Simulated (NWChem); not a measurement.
**Atomisation of CH$_{7}$FN$_{2}$Si**

```xyz
12

N      1.3913    -0.3208    -1.3606
Si     0.6810     0.2063     0.1407
N     -0.1974     1.6929    -0.0367
C     -0.6396    -0.9252     0.9543
F     -1.8555    -0.7961     0.2565
H      0.8056    -0.5052    -2.1788
H      2.2122    -0.9308    -1.3506
H      1.8554     0.2672     1.0835
H     -1.2166     1.6057    -0.0750
H      0.1370     2.4225    -0.6694
H     -0.8109    -0.6388     2.0184
H     -0.3362    -1.9973     0.9486
```
Charge 0, spin multiplicity 1.

Program: NWChem. Structure: optimised with PBE/def2-SVP, a minimum by its harmonic frequencies. It is one conformer; others weren't searched.

Basis set: def2-SVP. The atomisation energy is electronic alone: no zero-point, thermal, spin-orbit or counterpoise terms. No value is extrapolated to the basis-set limit. Free atoms are single determinants with multiplicities N 4, Si 3, C 3, F 2, H 2.

B3LYP has NWChem's definition, with VWN1-RPA local correlation. The structure started from a generated list of species. No SCF solution was tested for a lower state. Open-shell Hartree-Fock references start from PBE0 orbitals.

Task: One of these methods gave an atomisation energy of 705.1 kcal/mol. Which?
A. BHandHLYP
B. B3LYP
C. BP86
D. HF

Result: D, HF. The others give 975.8 (BHandHLYP), 1007.9 (B3LYP), 1041.9 (BP86).
